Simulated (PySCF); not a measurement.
An unknown shows these calculated signals:

1H NMR (500 MHz, computed): δ 6.27 (m, 1H), 6.26 (m, 1H), 5.20 (m, 1H), 4.97 (m, 1H).

13C{1H} NMR (computed): δ 142.8 (C), 136.1 (CH), 120.6 (CH), 79.1 (CH2).

Computed data (PySCF 2.14): GFN2-xTB geometry, PBE0/pcSseg-1 with gauge-including orbitals. Gas phase, a single conformation, non-relativistic.

δ = σ(ref) − σ, references computed at the same level: 1H and 13C vs TMS.

Question: Which of these does the molecule contain: a benzene ring, a non-aromatic C=C double bond, a vinyl group CH=CH2, an N-methyl group?

Answer: 
- A benzene ring: no.
- A non-aromatic C=C double bond: yes.
- A vinyl group CH=CH2: no.
- An N-methyl group: no.

The data belong to SMILES F[C@H]1OCC=C1Cl, C₄H₄ClFO; they needn't prove each group on their own.

Carbon signals by region: 3 in the sp2 and nitrile region (100–160 ppm), 1 at 50–100 ppm.

Carbons that carry Cl, above all several Cl atoms, come out too deshielded, partly because spin–orbit coupling is missing. Splittings by 19F in the carbon and heteronuclear signals aren't shown, as no couplings were computed. Shifts are as computed. Against solution values, carbons near 30 ppm lie about +3 ppm off and those near 130 ppm about +5 ppm; carbons on Cl a further +6 ppm. Of 1211 compounds with measured shifts, 218 miss one by over three times the rms of a fit or turn the order of signals round; such compounds aren't used in these exercises. Multiplicities follow the n + 1 count of equivalent neighbours, as no J values were calculated; m marks all less simple cases, F and P coupling included.
